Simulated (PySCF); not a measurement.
PySCF input file for C4H9FSi, SMILES [SiH2](C)/C(=C/C)F, ωB97X-D3(BJ)/def2-SVP. 

```python
import numpy as np
from pyscf import gto, scf, dft
import os
os.environ['JAX_PLATFORMS'] = 'cpu'
from ase import Atoms, units
from ase.calculators.calculator import Calculator, all_changes
from sella import Sella

mol = gto.M(
    atom='''
    C     2.87055918    0.42998458    0.03598189
    C     1.53396371    0.18106785   -0.57804578
    C     0.42646270   -0.15420400    0.07124266
    F     0.48869433   -0.29338690    1.43059002
    Si   -1.29971798   -0.48504538   -0.63541076
    C    -2.51727049    0.70236523    0.20477470
    H     3.20741886    1.44020711   -0.19617333
    H     2.82885902    0.30924457    1.11528285
    H     3.60417906   -0.26586604   -0.37087638
    H     1.46349146    0.28329677   -1.65057628
    H    -1.65689660   -1.87746623   -0.34214166
    H    -1.22418177   -0.25568368   -2.08155662
    H    -2.28170238    1.73920697   -0.02123425
    H    -3.53634917    0.51565449   -0.12121731
    H    -2.48930607    0.58724138    1.28521284
    ''',
    basis='def2-SVP',
    charge=0,
    spin=0,
    max_memory=1600,
    verbose=3,
)
mf = dft.RKS(mol, xc='wb97x-d3bj').density_fit(auxbasis='def2-universal-jkfit')
mf.grids.level = 3
mf.conv_tol = 1e-9
mf.max_cycle = 100
mf.kernel()
grad = mf.nuc_grad_method()
grad.grid_response = mol.nao <= 150
scan = grad.as_scanner()
scan.verbose = scan.base.verbose = 0
class SCF(Calculator):
    implemented_properties = ['energy', 'forces']
    def calculate(self, atoms=None, properties=None, system_changes=all_changes):
        super().calculate(atoms, properties, system_changes)
        e, g = scan(mol.set_geom_(self.atoms.positions, unit='Angstrom', inplace=False))
        assert scan.converged
        self.results = {'energy': float(e) * units.Hartree, 'forces': -np.asarray(g) * units.Hartree / units.Bohr}
atoms = Atoms(mol.elements, mol.atom_coords(unit='Angstrom'), calculator=SCF())
conv = Sella(atoms, order=0, internal=True, allow_fragments=True).run(fmax=0.002, steps=150)
mol_eq = mol.set_geom_(atoms.positions, unit='Angstrom', inplace=False)
print(mol_eq.tostring(format='xyz'))
mf.reset(mol_eq)
mf.verbose = 3
mf.kernel()
```

Program output:

```
converged SCF energy = -547.000872465631
     Step          Energy         fmax         cmax       rtrust          rho
Sella   0   -14884.651896       1.1219       0.0000       0.1000       1.0000
Sella   1   -14884.700837       1.1219       0.0000       0.1000       1.0728
Sella   2   -14884.705455       0.4786       0.0000       0.1000       1.3347
Sella   3   -14884.706566       0.1623       0.0000       0.1000       1.0599
Sella   4   -14884.706724       0.0308       0.0000       0.1000       1.1827
Sella   5   -14884.706791       0.0258       0.0000       0.1000       1.2268
Sella   6   -14884.706803       0.0106       0.0000       0.1000       1.3080
Sella   7   -14884.706808       0.0058       0.0000       0.1000       1.3837
Sella   8   -14884.706810       0.0032       0.0000       0.1000       1.2144
15
XYZ from PySCF
C           2.87855317        0.42552022        0.03443922
C           1.53473749        0.17831437       -0.58631186
C           0.42446058       -0.14384396        0.08326320
F           0.47674615       -0.26232228        1.44182721
Si         -1.29537065       -0.45793281       -0.61912785
C          -2.52508746        0.69436570        0.20489676
H           3.23674665        1.44188745       -0.19879279
H           2.83423082        0.31188144        1.12602965
H           3.62779373       -0.27986766       -0.36157747
H           1.43981512        0.26388301       -1.67429749
H          -1.67364242       -1.87868121       -0.35995391
H          -1.21672638       -0.23511309       -2.09270304
H          -2.29256606        1.74500968       -0.02947445
H          -3.55608364        0.48458092       -0.12054254
H          -2.47540323        0.56893496        1.29817794
converged SCF energy = -547.002890504179
```

The calculation finished and met its thresholds.
